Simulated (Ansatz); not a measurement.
Si₄₇H₅₀, a nanocrystal cut from cubic silicon. Total charge 0; triplet. Geometry r2SCAN-D4/def2-SVP, that of the neutral singlet; atoms count from 1.

```xyz
97

Si   -0.305   -3.180    4.612
Si   -3.295   -3.655    1.568
Si   -1.488    0.449    4.851
Si   -4.160    0.043    2.133
Si    0.438   -4.586    1.018
Si    2.200   -0.413    4.113
Si    3.150   -1.818    0.682
Si   -2.182   -5.033   -1.770
Si   -3.176   -1.311   -1.354
Si    0.474   -2.267   -2.044
Si   -0.510   -0.904    1.409
Si   -1.493    2.807    1.807
Si    2.141    1.900    1.071
Si   -0.527    1.427   -1.648
Si    1.144    3.138    4.690
Si    1.136    5.683    1.261
Si   -3.179    1.186   -4.381
Si   -4.188    2.365   -0.915
Si   -1.561    5.101   -1.299
Si    4.131   -3.209   -2.783
Si    0.531    0.173   -5.104
Si    3.130    0.502   -2.386
Si    2.122    4.180   -2.053
Si    0.731   -4.871    3.336
Si   -1.797   -5.153    0.543
Si   -0.042   -1.022    3.713
Si   -2.760   -1.445    0.965
Si   -3.726   -0.145    4.437
Si   -1.089    2.656    4.122
Si   -3.742    2.239    1.394
Si    0.904   -2.399    0.273
Si    4.556   -3.310   -0.471
Si    1.883   -3.766   -3.185
Si    3.707   -1.807    2.966
Si    2.569    1.794    3.385
Si    3.539    0.382   -0.072
Si   -1.770   -2.830   -2.476
Si   -2.774    0.885   -2.083
Si    0.883   -0.073   -2.791
Si   -1.713    0.006   -5.794
Si   -0.098    1.298    0.663
Si   -1.100    4.990    1.011
Si    2.538    4.078    0.263
Si   -0.130    3.611   -2.430
Si   -3.821    4.564   -1.664
Si    4.540   -1.009   -3.510
Si    3.563    2.683   -3.150
H    -1.757   -3.502    4.772
H     0.308   -3.167    5.980
H    -3.314   -3.834    3.053
H    -4.678   -3.932    1.055
H    -1.201    0.367    6.323
H    -5.590   -0.314    1.842
H     1.331   -5.552    0.295
H     2.437   -0.488    5.595
H    -3.602   -5.401   -2.076
H    -1.280   -5.977   -2.505
H    -4.615   -1.669   -1.592
H     1.349    2.747    6.124
H     1.453    4.595    4.566
H     1.496    5.935    2.690
H     1.301    6.971    0.510
H    -4.597    0.815   -4.693
H    -3.016    2.647   -4.677
H    -5.613    1.959   -1.165
H    -1.279    6.500   -1.767
H     5.034   -4.164   -3.510
H     1.370   -0.817   -5.854
H     1.013    1.545   -5.471
H     2.361    5.588   -2.519
H     0.126   -6.190    3.714
H     2.187   -4.927    3.676
H    -2.051   -6.546    1.044
H    -3.992   -1.546    4.900
H    -4.630    0.778    5.197
H    -2.022    3.592    4.835
H    -4.624    3.205    2.134
H     4.328   -4.701    0.041
H     5.985   -2.943   -0.202
H     1.611   -5.162   -2.713
H     1.584   -3.704   -4.652
H     3.745   -3.189    3.536
H     5.083   -1.222    3.085
H     4.004    2.164    3.629
H     4.975    0.733    0.199
H    -2.002   -2.738   -3.956
H    -2.123   -1.430   -5.874
H    -1.821    0.585   -7.174
H    -2.018    5.933    1.735
H     3.979    4.419    0.518
H    -0.422    3.650   -3.902
H    -4.682    5.509   -0.880
H    -4.175    4.700   -3.113
H     5.967   -0.643   -3.231
H     4.312   -0.899   -4.987
H     4.985    3.030   -2.823
H     3.395    2.757   -4.636
```

Single mean-field runs in def2-SVP are fitted with def2-universal-jkfit. At PBE0-D4/def2-SVP a singlet of charge 0 lies 3.90 eV below the triplet at the same geometry.

Q: Estimate the Mulliken populations of the heavy atoms from the PBE0/def2-SVP orbitals of Ansatz.

A: 
```json
{"atom": "Si1", "charge (e)": "0.12", "spin (α − β)": "0.04"}
{"atom": "Si2", "charge (e)": "0.14", "spin (α − β)": "0.05"}
{"atom": "Si3", "charge (e)": "-0.01", "spin (α − β)": "0.02"}
{"atom": "Si4", "charge (e)": "0.00", "spin (α − β)": "0.04"}
{"atom": "Si5", "charge (e)": "0.00", "spin (α − β)": "0.08"}
{"atom": "Si6", "charge (e)": "0.00", "spin (α − β)": "0.02"}
{"atom": "Si7", "charge (e)": "-0.23", "spin (α − β)": "0.03"}
{"atom": "Si8", "charge (e)": "0.13", "spin (α − β)": "0.02"}
{"atom": "Si9", "charge (e)": "0.09", "spin (α − β)": "0.05"}
{"atom": "Si10", "charge (e)": "-0.17", "spin (α − β)": "0.05"}
{"atom": "Si11", "charge (e)": "-0.05", "spin (α − β)": "0.24"}
{"atom": "Si12", "charge (e)": "-0.18", "spin (α − β)": "0.11"}
{"atom": "Si13", "charge (e)": "-0.16", "spin (α − β)": "0.03"}
{"atom": "Si14", "charge (e)": "-0.08", "spin (α − β)": "0.07"}
{"atom": "Si15", "charge (e)": "0.11", "spin (α − β)": "0.01"}
{"atom": "Si16", "charge (e)": "0.12", "spin (α − β)": "0.00"}
{"atom": "Si17", "charge (e)": "0.13", "spin (α − β)": "0.00"}
{"atom": "Si18", "charge (e)": "0.00", "spin (α − β)": "0.03"}
{"atom": "Si19", "charge (e)": "-0.04", "spin (α − β)": "0.01"}
{"atom": "Si20", "charge (e)": "-0.11", "spin (α − β)": "0.00"}
{"atom": "Si21", "charge (e)": "0.13", "spin (α − β)": "0.00"}
{"atom": "Si22", "charge (e)": "-0.23", "spin (α − β)": "0.00"}
{"atom": "Si23", "charge (e)": "-0.04", "spin (α − β)": "-0.01"}
{"atom": "Si24", "charge (e)": "0.09", "spin (α − β)": "-0.01"}
{"atom": "Si25", "charge (e)": "-0.08", "spin (α − β)": "-0.01"}
{"atom": "Si26", "charge (e)": "-0.22", "spin (α − β)": "0.01"}
{"atom": "Si27", "charge (e)": "-0.20", "spin (α − β)": "0.00"}
{"atom": "Si28", "charge (e)": "0.14", "spin (α − β)": "0.00"}
{"atom": "Si29", "charge (e)": "0.00", "spin (α − β)": "0.01"}
{"atom": "Si30", "charge (e)": "0.03", "spin (α − β)": "0.01"}
{"atom": "Si31", "charge (e)": "-0.11", "spin (α − β)": "0.10"}
{"atom": "Si32", "charge (e)": "0.16", "spin (α − β)": "0.03"}
{"atom": "Si33", "charge (e)": "0.17", "spin (α − β)": "0.05"}
{"atom": "Si34", "charge (e)": "0.16", "spin (α − β)": "0.01"}
{"atom": "Si35", "charge (e)": "0.01", "spin (α − β)": "0.01"}
{"atom": "Si36", "charge (e)": "0.11", "spin (α − β)": "0.06"}
{"atom": "Si37", "charge (e)": "-0.01", "spin (α − β)": "0.02"}
{"atom": "Si38", "charge (e)": "-0.21", "spin (α − β)": "0.03"}
{"atom": "Si39", "charge (e)": "-0.14", "spin (α − β)": "0.12"}
{"atom": "Si40", "charge (e)": "0.05", "spin (α − β)": "0.00"}
{"atom": "Si41", "charge (e)": "-0.05", "spin (α − β)": "0.19"}
{"atom": "Si42", "charge (e)": "0.01", "spin (α − β)": "0.05"}
{"atom": "Si43", "charge (e)": "-0.01", "spin (α − β)": "0.07"}
{"atom": "Si44", "charge (e)": "0.02", "spin (α − β)": "0.09"}
{"atom": "Si45", "charge (e)": "0.13", "spin (α − β)": "0.01"}
{"atom": "Si46", "charge (e)": "0.16", "spin (α − β)": "0.02"}
{"atom": "Si47", "charge (e)": "0.17", "spin (α − β)": "0.03"}
```
Mulliken values depend strongly on the basis.

Q: Where does the spin sit?

A: Summed by element: Si 1.76, H 0.24, of 2 unpaired in all. Largest on single atoms: Si11 0.24, Si41 0.19, Si39 0.12.

Q: And the Mayer bond orders between heavy atoms (over 0.3, the first 40 of 69)?

A: Si1–Si24 0.95 (2.36 Å); Si1–Si26 0.92 (2.35 Å); Si2–Si25 0.94 (2.35 Å); Si2–Si27 0.91 (2.35 Å); Si3–Si26 0.91 (2.36 Å); Si3–Si28 0.94 (2.35 Å); Si3–Si29 0.92 (2.36 Å); Si4–Si27 0.90 (2.35 Å); Si4–Si28 0.94 (2.35 Å); Si4–Si30 0.93 (2.35 Å); Si5–Si24 0.93 (2.35 Å); Si5–Si25 0.93 (2.35 Å); Si5–Si31 0.89 (2.36 Å); Si6–Si26 0.92 (2.36 Å); Si6–Si34 0.94 (2.35 Å); Si6–Si35 0.93 (2.35 Å); Si7–Si31 0.92 (2.36 Å); Si7–Si32 0.90 (2.35 Å); Si7–Si34 0.93 (2.35 Å); Si7–Si36 0.90 (2.36 Å); Si8–Si25 0.95 (2.35 Å); Si8–Si37 0.92 (2.35 Å); Si9–Si27 0.91 (2.36 Å); Si9–Si37 0.92 (2.35 Å); Si9–Si38 0.92 (2.35 Å); Si10–Si31 0.93 (2.36 Å); Si10–Si33 0.89 (2.35 Å); Si10–Si37 0.92 (2.35 Å); Si10–Si39 0.88 (2.35 Å); Si11–Si26 0.93 (2.35 Å); Si11–Si27 0.94 (2.36 Å); Si11–Si31 0.85 (2.35 Å); Si11–Si41 0.61 (2.36 Å); Si12–Si29 0.90 (2.36 Å); Si12–Si30 0.92 (2.36 Å); Si12–Si41 0.87 (2.35 Å); Si12–Si42 0.90 (2.36 Å); Si13–Si35 0.92 (2.36 Å); Si13–Si36 0.89 (2.36 Å); Si13–Si41 0.93 (2.35 Å).
